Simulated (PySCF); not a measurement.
SbBr2, SMILES [Br][Sb][Br], multiplicity 2. Geometry optimised at r2SCAN-D4/def2-SVP. The spin state was assumed, not searched. The isomer is the one that the SMILES or the coordinates give; other isomers of the formula were not compared. The def2 effective core potentials stand for the cores of Sb; spin–orbit coupling is left out.

Question: Give the equilibrium geometry at r2SCAN-D4/def2-SVP (PySCF confirms it by a frequency run) as Cartesian coordinates in Å, and its point group. (Estimate from the structure and the level; the computed values follow.)

Answer: point group C2v.
```xyz
3

Sb     0.0000     0.0000     0.9355
Br     0.0000    -1.9390    -0.6816
Br     0.0000     1.9390    -0.6816
```
Charge 0, spin multiplicity 2.
